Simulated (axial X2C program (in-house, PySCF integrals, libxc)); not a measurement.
InBi⁻: a run with one poor setting

Calculated with an in-house relativistic program for diatomic molecules. Two-component (2c) means X2C with spin–orbit coupling and atomic mean-field two-electron Coulomb and Gaunt terms. Basis: Bi dyall-av2z [11s13p10d5f], In dyall-av2z [10s11p8d] (cores contracted in-house); Gaussian nuclei, density fitting, unrestricted open shells. Masses: Bi 208.980 u, In 114.904 u.

One setting of this run was spoiled on purpose, so its numbers are not properties of InBi⁻. Level: PW91, 2c; state Ω = 3/2 (⟨Sz⟩ = 0.51, ⟨Lz⟩ = 0.99 at PW91).

| R (Å) | E − E(lowest point) (eV) | SCF iterations |
| --- | --- | --- |
| 2.436 | 0.9834 | 11 |
| 2.548 | 0.4857 | 10 |
| 2.632 | 0.2523 | 10 |
| 2.716 | 0.1071 | 10 |
| 2.800 | 0.0284 | 10 |
| 2.898 | 0.0000 | 11 |
| 2.996 | 0.0211 | 11 |
| 3.122 | 0.0987 | 11 |
| 3.276 | 0.2403 | 11 |
| 3.500 | 0.4880 | 13 |

Fit: Re 2.900 Å, ωe 137.0 cm⁻¹, residual 1.5 microhartree, De 2.43 eV.

Output at the reference distance:

```
two-component X2C + atomic mean field  PW91
basis functions 218  fitting functions 552  grid points 5802
iter        total energy     max residual
   1     -27426.677920304     2.55e-01
   2     -27426.688551978     2.77e-02
   3     -27426.686651117     3.02e-02
   4     -27426.692203369     1.99e-03
   5     -27426.692251776     1.72e-03
   6     -27426.692358647     1.20e-03
   7     -27426.692434266     1.09e-04
   8     -27426.692434870     2.75e-05
   9     -27426.692434923     3.65e-06
  10     -27426.692434924     1.02e-06
converged
one-electron -39070.61565133  Coulomb 11467.46562306  exact exchange 0.00000000  xc functional -567.80706467  nuclear repulsion 768.62989886  atomic mean-field constant -24.36524085
```

Which setting was spoiled?
A. density fitting set too sparse
B. too few iterations allowed
C. virtual space cut too low
D. an excited determinant was followed
E. integration grid too coarse

A. Density fitting set too sparse: ratio 6 between fitting exponents against the usual 2.
